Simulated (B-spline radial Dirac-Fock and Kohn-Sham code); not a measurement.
## Auger parameter of scandium: the L3 level and its strongest L3-MM line

Model: Dirac-Fock energy differences between relaxed states, corrected for Breit and QED terms. Program: a radial atomic solver. The modified Auger parameter α′ is the binding energy plus the kinetic energy of the Auger electron; it does not depend on the energy zero. For free ions it tends to fall with charge, since less charge screens the final holes.

```
            species  configuration  binding 2p3/2 (eV)  Auger line  kinetic (eV)  α′ (eV)
                 Sc   [Ar] 3d1 4s2               410.5    M2M3 J=2         315.3    725.8
                 Sc   [Ar] 4s2 4p1               419.4    M2M3 J=2         311.1    730.5
                 Sc   [Ar] 3d2 4s1               404.4    M2M3 J=2         318.9    723.3
                Sc⁺   [Ar] 3d1 4s1               418.5    M2M3 J=2         306.3    724.8
                Sc⁺       [Ar] 4s2               426.9    M2M3 J=2         302.8    729.7
               Sc²⁺       [Ar] 3d1               427.9    M2M3 J=2         296.4    724.3
Sc²⁺ (Watson 1.8 Å)       [Ar] 3d1               412.0    M2M3 J=2         312.4    724.4
  Sc²⁺ (Watson 3 Å)       [Ar] 3d1               418.3    M2M3 J=2         306.0    724.3
               Sc³⁺   [Ne] 3s2 3p6               447.8    M2M3 J=2         282.1    729.8
Sc³⁺ (Watson 2.4 Å)   [Ne] 3s2 3p6               429.8    M2M3 J=2         300.1    729.8
```

Values without a named source are computed, but for edge energies of neutral atoms, which are taken from tables.
